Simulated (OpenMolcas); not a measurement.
## Mn4+: moving or changing the point charges

Mn4+ among 6 point charges of -2.2 e arranged as a trigonal prism (D3h), 1.72 Å from the ion, with a polar angle of 51.1° against the regular 49.1°.
```
   1.3379    0.0000    1.0809  -2.20
  -0.6690    1.1587    1.0809  -2.20
  -0.6690   -1.1587    1.0809  -2.20
   1.3379    0.0000   -1.0809  -2.20
  -0.6690    1.1587   -1.0809  -2.20
  -0.6690   -1.1587   -1.0809  -2.20
```

- Program: OpenMolcas
- Method: CASSCF
- Basis: ANO-RCC-VTZP [6s5p3d2f1g]
- Scalar Hamiltonian: DKH2, point nucleus
- Active space: 3 electrons in 5 orbitals (3d)
- State averaging: 2S+1 = 4 even, 10 roots; 2S+1 = 2 even, 40 roots
- Spin-orbit coupling: state interaction with AMFI integrals over the reference wave functions

Runs around this geometry, states (labels of D3, the rotations of D3h). Energies in cm-1 above the lowest state or level, χT in cm3 K/mol.

| R (Å) | q (e) | Polar angle / regular | Ground state | First state of that spin | First gap with spin-orbit (degeneracies) | χT at 300 K | First state of another spin |
| --- | --- | --- | --- | --- | --- | --- | --- |
| 1.72 | -2.2 | 0.96 | 4A2 | 4E 3795 | 73.5 (2, 2) | 1.508 | 2E 20892 |
| 1.72 | -1.43 | 1.04 | 4A2 | 4E 1869 | 137.5 (2, 2) | 1.187 | 2E 21366 |
| 1.72 | -2.2 | 1.04 | 4A2 | 4E 3039 | 90.5 (2, 2) | 1.417 | 2E 21346 |
| 1.9 | -2.2 | 1.04 | 4A2 | 4E 1836 | 138.9 (2, 2) | 1.180 | 2E 21299 |

Taking the first state of the same spin as R^-n, n = -ln(1836 / 3039) / ln(1.9 / 1.72) = 5.1 between the shortest and longest distance.

Scaling the charges by -1.43 / -2.2 = 0.65 scales the first state of the same spin by 1869 / 3039 = 0.62; with fixed orbitals a first-order splitting would follow the charge.

Without dynamic correlation the repulsion within the d shell is too large (B by tens of per cent), so at a given field states of lower spin stand too high. The ground term spreads over less than 5000 cm-1, several times less than with real ligands, so orbital moments are less quenched and χT lies further from the spin-only value than at real sites (holds for R = 1.72, q = -1.43, ratio = 1.04; R = 1.9, q = -2.2, ratio = 1.04). This is an electrostatic model: the charges have no orbitals. No measured value stands beside these numbers.
